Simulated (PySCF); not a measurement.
Molfile (atoms numbered from 1):
```
CH7NOSi2
     RDKit          3D

 12 11  0  0  0  0  0  0  0  0999 V2000
    2.3450    0.7915    0.4019 C   0  0  0  0  0  0  0  0  0  0  0  0
    1.2646    0.5720   -0.2105 N   0  0  0  0  0  0  0  0  0  0  0  0
    0.4962   -0.9893   -0.4105 Si  0  0  0  0  0  4  0  0  0  0  0  0
   -1.0672   -0.8444    0.1018 O   0  0  0  0  0  0  0  0  0  0  0  0
   -2.3122    0.2589    0.0562 Si  0  0  0  0  0  4  0  0  0  0  0  0
    2.9613    0.0083    0.8963 H   0  0  0  0  0  0  0  0  0  0  0  0
    2.7491    1.8187    0.4816 H   0  0  0  0  0  0  0  0  0  0  0  0
    1.1496   -2.0635    0.3980 H   0  0  0  0  0  0  0  0  0  0  0  0
    0.5427   -1.3164   -1.8634 H   0  0  0  0  0  0  0  0  0  0  0  0
   -3.5686   -0.4640    0.4014 H   0  0  0  0  0  0  0  0  0  0  0  0
   -2.0813    1.3501    1.0473 H   0  0  0  0  0  0  0  0  0  0  0  0
   -2.4398    0.8507   -1.3096 H   0  0  0  0  0  0  0  0  0  0  0  0
  1  2  2  0
  2  3  1  0
  3  4  1  0
  4  5  1  0
  1  6  1  0
  1  7  1  0
  3  8  1  0
  3  9  1  0
  5 10  1  0
  5 11  1  0
  5 12  1  0
M  END
```

Geometry: PBE0-D3(BJ)/def2-SVP; GIAO shifts from PySCF, gas phase, non-relativistic, averaged over equivalent atoms.

At PBE0/6-31G (67 basis functions, 9.8 s wall time on 1 thread of an Intel Xeon Platinum 8259CL, shared host):
```csv
atoms,δ (ppm)
C1,162.6
N2,394.8
Si3,11.4
Si5,-4.6
O4,-23.4
H6,9.43
H7,9.27
H8/H9,5.86
H10/H11/H12,5.35
```

Referencing at the same level of theory: 13C (199.54 ppm) and 29Si (444.75 ppm) and 1H (32.61 ppm) vs TMS; 15N (260.69 ppm) against NH3; H2O for 17O (318.49 ppm).

Question: Predict the values at wB97X-D/pcSseg-2 on the same geometry.

Answer: 
| atoms | δ at wB97X-D/pcSseg-2 | change |
| --- | --- | --- |
| C1 | 180.8 | +18.2 |
| N2 | 429.3 | +34.5 |
| Si3 | -27.6 | -39.0 |
| Si5 | -40.8 | -36.2 |
| O4 | 29.5 | +52.9 |
| H6 | 8.67 | -0.76 |
| H7 | 8.62 | -0.65 |
| H8/H9 | 5.12 | -0.74 |
| H10/H11/H12 | 5.05 | -0.30 |

Referencing at the same level of theory: TMS for 13C (σref 184.42), 29Si (σref 340.70), 1H (σref 31.36); NH3 for 15N (σref 260.06); 17O (σref 326.83) vs H2O.

The largest change is at O4 (oxygen bonded to 2 Si). Cost: 292 basis functions, 64 s wall time on 1 thread of an Intel Xeon Platinum 8259CL, shared host.

Experimental scales use liquid or dissolved standards, which lie at an offset from isolated NH3 (liquid NH3: subtract about 20 ppm) and H2O (liquid H2O: subtract about 36 ppm). Unscaled 15N shifts of sp2 nitrogen often come out too high even then, by a few to some tens of ppm.
